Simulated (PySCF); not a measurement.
B(F)(OMe)(OSiH3) (CH₆BFO₂Si), SMILES COB(F)O[SiH3]. Geometry: r2SCAN-D4/def2-SVP. This is a generated structure with no PubChem entry under its InChIKey; it may be hypothetical. Other conformers were not sampled.

Computed equilibrium geometry at r2SCAN-D4/def2-SVP (PySCF confirms it by a frequency run) as a Z-matrix (one conformer of several):
```
O
B 1 1.3559
F 2 1.3363 1 120.98
O 2 1.3552 3 119.09 1 179.99
C 1 1.4168 2 123.08 3 -0.03
H 5 1.1009 1 111.68 2 0.45
H 5 1.1011 6 109.16 1 -120.79
H 5 1.1011 6 109.15 7 -118.38
Si 4 1.6807 2 127.34 3 -179.96
H 9 1.4868 4 106.40 2 -179.99
H 9 1.4905 10 109.81 4 -119.54
H 9 1.4905 10 109.80 11 -120.94
```
Charge 0, spin multiplicity 1.
